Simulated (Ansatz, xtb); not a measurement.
## Relative energy of two structures of CHBrSi

Structure X is a singlet given by its coordinates and structure Y is a singlet given by its coordinates. Both are isolated molecules in the gas phase, relaxed with B3LYP-D4/def2-TZVP.

X (Å):

```xyz
4

C     0.1509    0.7524    0.2946
Br    1.4304    0.8676   -1.2361
Si    0.4996   -0.8927    0.5954
H    -0.3551    1.6843    0.4813
```

Close contacts (Å): C1–Br2 2.00, C1–Si3 1.71, Br2–Si3 2.71, C1–H4 1.08.

Y (Å):

```yaml
atoms:
  - { symbol: C, position_ang: [0.2137, -1.0007, 0.0032] }
  - { symbol: Br, position_ang: [-1.0354, 2.0030, 1.2144] }
  - { symbol: Si, position_ang: [0.1753, 0.6567, -0.0571] }
  - { symbol: H, position_ang: [0.6615, -1.8754, -0.4435] }
```

Close contacts (Å): C1–Si3 1.66, Br2–Si3 2.21, C1–H4 1.08.

Energies in hartree; the thermal terms are from B3LYP-D4/def2-TZVP harmonic frequencies (ideal gas, rigid rotor, one conformer each, 400 K, 1 atm) and include the zero-point energy:

```
                                 X            Y
E, CCSD(T)/def2-TZVPP  −2900.307277  −2900.294800
    zero-point energy      0.014737      0.013829
         H(400 K) − E      0.021888      0.021265
         G(400 K) − E     −0.024906     −0.025739
```

**Question.** Work out ΔE, ΔE₀, ΔH and ΔG for X → Y in kcal/mol (1 Eh = 627.51 kcal/mol) and the equilibrium ratio [Y]/[X].

**Answer.** 1. ΔE = −2900.294800 − (−2900.307277) = +0.012477 Eh = +7.83 kcal/mol.
2. ΔE₀ = ΔE + ΔZPE = +0.012477 + (−0.000908) Eh = +7.26 kcal/mol.
3. ΔH = ΔE + (−0.000623) Eh = +7.44 kcal/mol.
4. ΔG = ΔE + (−0.000833) Eh = +7.31 kcal/mol, so ΔS = (ΔH − ΔG)/T = +1.4 J/(mol K).
5. kT = 1.2667 mEh, so K = [Y]/[X] = exp(−ΔG/kT) = exp(−9.19) ≈ 1.0 × 10^−4.

Structure X is favoured at this temperature. An error of 1 kcal/mol in ΔG would change K by a factor of 3.5. Large T1 diagnostics make the coupled-cluster value less sure. Mirror images and further conformers aren't counted.

Other levels gave ΔE = +12.6 (B3LYP-D4/def2-TZVP); +15.7 (HF/def2-TZVPP); +15.9 (MP2/def2-TZVPP) kcal/mol. The correlated steps freeze 15 core orbitals; the filled d shell of Br is correlated, in a basis made for valence electrons. Programs: Ansatz 0.2.0.
